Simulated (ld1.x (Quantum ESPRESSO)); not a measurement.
Reading a pseudo-wave (N (Z = 7))

Columns: radius, all-electron u(r) and pseudo u(r) of the 2p shell (level -10.15 eV) of nitrogen in the configuration [He] 2s2 2p2.75; PBE, scalar-relativistic, RRKJ scheme, ld1.x (Quantum ESPRESSO) 7.5.

```tsv
r (bohr)	all-electron	pseudo
0.100	0.0750	0.0233
0.200	0.2200	0.0902
0.300	0.3713	0.1928
0.400	0.5039	0.3190
0.500	0.6099	0.4546
0.600	0.6901	0.5853
0.700	0.7459	0.6987
0.800	0.7801	0.7861
0.900	0.7961	0.8426
1.000	0.7976	0.8680
1.100	0.7878	0.8659
1.200	0.7696	0.8422
1.300	0.7453	0.8041
1.400	0.7168	0.7586
1.500	0.6854	0.7113
1.600	0.6523	0.6658
1.700	0.6184	0.6240
1.800	0.5844	0.5860
1.900	0.5508	0.5510
2.000	0.5179	0.5179
2.100	0.4860	0.4860
2.200	0.4554	0.4554
2.300	0.4260	0.4260
2.400	0.3981	0.3981
2.500	0.3716	0.3716
2.600	0.3466	0.3466
```

(1) How many radial nodes do the two functions have?

(2) At about which radius was the pseudo-wave matched?

(3) Where does each function peak?

(4) Is the pseudo-wave norm-conserving?

Answers

(1) The all-electron 2p function has n − l − 1 = 0; the pseudo-wave has 0.

(2) 2.00 bohr, where the columns begin to agree (steps of 0.10 bohr).

(3) Outermost all-electron maximum near 1.00 bohr, pseudo maximum near 1.00 bohr (to the table’s step).

(4) Yes: the RRKJ scheme keeps the norm inside the radius equal to the all-electron one, which fixes the energy derivative of the logarithmic derivative at the level.
